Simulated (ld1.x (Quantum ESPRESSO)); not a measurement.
**Transferability test, PAW potential for As**

arsenic (As), PAW, made with ld1.x (Quantum ESPRESSO) 7.5 (LDA (PZ), scalar-relativistic). Core [Ar], reference 3d10 4s1 4p4. Waves: 4s (bound): rcut 1.45, rcutus 1.70 bohr; 4s channel at 0.35 Ry: rcut 1.45, rcutus 1.70 bohr; 4p (bound): rcut 1.50, rcutus 2.05 bohr; 4p channel at 0.5 Ry: rcut 1.50, rcutus 2.05 bohr; 3d (bound): rcut 1.05, rcutus 1.40 bohr; 3d channel at -2.7 Ry: rcut 1.05, rcutus 1.40 bohr. Local part: all-electron potential smoothed inside 1.25 bohr (lloc = -1). Core correction: Bessel-smoothed model core, default radius (core density twice the valence density). Augmentation charge: PSQ, inside the norm-conserving radii.

Energies are relative to the spin-unpolarised reference configuration 3d10 4s1 4p4; without spin polarisation the order of configurations can differ from experiment. Spin-polarised rows fill each open shell by Hund’s rule, majority spin first. The frozen-core shift is the all-electron ΔE with the core orbitals held at their reference shape minus the fully relaxed ΔE.

```tsv
valence configuration	charge	ΔE all-electron (eV)	error AE − PS (meV)	frozen-core shift (meV)
3d10 4s2 4p3	0	-9.483	+0.5	+0.1
3d10 4s2 4p2	+1	-0.157	-0.9	+0.8
3d10 4s2 4p1	+2	18.005	-3.6	+2.8
3d10 4s2 4p0	+3	46.045	-9.6	+8.1
3d10 4s2 4p2.5	+0.5	-5.846	0.0	+0.3
3d10 4s1 4p4 (spin-polarised)	0	-1.477	-0.5	+1.5
3d10 4s2 4p3 (spin-polarised)	0	-10.807	+0.7	+0.6
```

Q: What are ΔE and the potential's error for 3d9 4s2 4p3?

A: ΔE = 41.610 eV all-electron; the error (AE − PS) is -260 meV.

Q: What are ΔE and the potential's error for 3d10 4s1 4p3?

A: ΔE = 10.004 eV all-electron; the error (AE − PS) is -1.4 meV.
